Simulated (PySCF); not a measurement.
# Two-component Hartree-Fock for Mo (molybdenum, neutral)

Start: [Kr] 4d5 5s1; 4d3/2 filled at m_j = -3/2, -1/2, +1/2, +3/2; 4d5/2 filled at m_j = +5/2; 5s1/2 filled at m_j = +1/2. Calculated with PySCF 2.14 in x2c-TZVPPall-2c (8s9p7d2f1g, 93 functions): generalised Hartree-Fock with the X2C-1e Hamiltonian and a Gaussian nucleus; one run each with spin-orbit coupling (SO) switched off, then screened by Boettger's factors.

| spinor shell | electrons | ε, spin-free (eV) | ε, screened SO (eV) | weight of nominal j (screened SO) | rms radius, screened SO (bohr) |
| --- | --- | --- | --- | --- | --- |
| 1s1/2 | 2 | -20107.0 | -20105.9 | 1.000 | 0.0404 |
| 2s1/2 | 2 | -2914.8 | -2914.5 | 1.000 | 0.166 |
| 2p1/2 | 2 | -2599.2 | -2672.8 | 1.000 | 0.145 |
| 2p3/2 | 4 | -2599.2 | -2564.7 | 1.000 | 0.149 |
| 3s1/2 | 2 | -528.14 | -528.06 | 1.000 | 0.456 |
| 3p1/2 | 2 | -421.84 | -434.46 | 1.000 | 0.455 |
| 3p3/2 | 4 | -421.84 | -415.90 | 1.000 | 0.465 |
| 3d3/2 | 4 | -248.97 | -251.12 | 0.972 | 0.451 |
| 3d5/2 | 6 | -248.97 | -247.48 | 0.981 | 0.455 |
| 4s1/2 | 2 | -78.865 | -78.852 | 1.000 | 1.19 |
| 4p1/2 | 2 | -47.652 | -52.354 | 0.654 | 1.34 |
| 4p3/2 | 4 | -47.652 | -45.352 | 0.827 | 1.34 |
| 4d3/2 | 4 | -9.367 | -9.392 | 0.521 | 2.11 |
| 4d5/2 | 1 | -9.367 | -9.254 | 1.000 | 2.13 |
| 5s1/2 | 1 | -6.489 | -6.490 | 1.000 | 3.94 |

| quantity | spin-free | screened SO |
| --- | --- | --- |
| E (hartree) | -4045.95492 | -4046.43058 |
| M_J | 3 | 3 |
| ⟨J²⟩ | 12.004 | 12.004 |
| ⟨L²⟩ | 0.000 | 0.013 |
| ⟨S²⟩ | 12.004 | 12.000 |

Each row is a mean over spinors that exchange with the open shell spreads, by up to 8.035 eV (4p3/2).

Rows whose weight is well below 1 are mixtures of j = l ± 1/2: exchange outweighs spin-orbit coupling there, and the label is only the starting occupation.

Breit and QED terms are absent; they matter most for the inner s and p1/2 levels.

Densities and radii are taken from the X2C orbitals without a picture-change correction, which distorts them close to the nucleus.

Without spin-orbit coupling the j labels of p, d and f shells carry no meaning; the spin-free column gives the mean over the occupied spinors of each nl shell.
